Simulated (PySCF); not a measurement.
# Simulated absorption spectrum

3-methylthiophene-2-carbonitrile, C6H5NS.
SMILES: `CC1=C(C#N)SC=C1`

The calculation used TDDFT PBE0/def2-SVPD, vertical, gas phase, core orbitals frozen in the response (PySCF). Geometry: PBE0-D3(BJ)/def2-SVP; no solvent, vibrations or thermal averaging.

Computed states:

```csv
state,E (eV),f
S1,5.13,0.209
S2,5.30,0.097
S3,5.68,0.0002
S4,6.15,0.0001
S5,6.24,0.0001
S6,6.42,0.0005
```

Each state is given a Gaussian of 0.25 eV full width at half maximum, with ε(max) = 2.175×10⁸ f / Δν̃ (Δν̃ the width in cm⁻¹). The width is an assumption, not a result. The curve ends short of the highest state used, and states not computed would add to its high-energy end.

Question: What does the envelope look like, and where are its maxima?

Answer: 
```tsv
λ (nm)	ε (L mol⁻¹ cm⁻¹)
212.9	10
214.6	16
216.2	23
217.8	34
219.5	69
221.1	174
222.8	478
224.4	1125
226.0	2329
227.7	4392
229.3	7082
231.0	10546
232.6	14107
234.2	17704
235.9	21299
237.5	24121
239.2	25969
240.8	26096
242.4	24402
244.1	20843
245.7	16502
247.4	11745
249.0	7824
250.6	4802
252.3	2619
253.9	1367
255.6	631
257.2	283
258.9	112
260.5	44
```

Maxima: 240 nm (5.16 eV), ε about 26000, made up of S1 (83%) and S2 (17%) (ε in L mol⁻¹ cm⁻¹; maxima over ε = 5, shares over 10%).

Question: On this curve, what absorbance would a 10⁻⁵ mol/L sample give at 248 nm over a 1 cm path?

Answer: 248 nm is 4.999 eV, where ε is about 10000 L mol⁻¹ cm⁻¹, so A = ε c l ≈ 0.1 (Beer–Lambert, with the gas-phase spectrum and the assumed width).

Question: Coming from long wavelengths, where does ε first pass 100 L mol⁻¹ cm⁻¹?

Answer: At about 259 nm (4.79 eV), 0.35 eV below S1.

Question: What would ε be at 5.16 eV, the highest of these maxima, with half the width (0.125 eV)?

Answer: About 40800 L mol⁻¹ cm⁻¹ against 26300, a factor of about 1.6; a lone state at its own centre would give exactly 2.

Time: 25 s; peak memory 0.89 GiB. Hardware: one thread of an AMD EPYC 7R43, shared host with 256 logical CPUs at a one-minute load of 39.
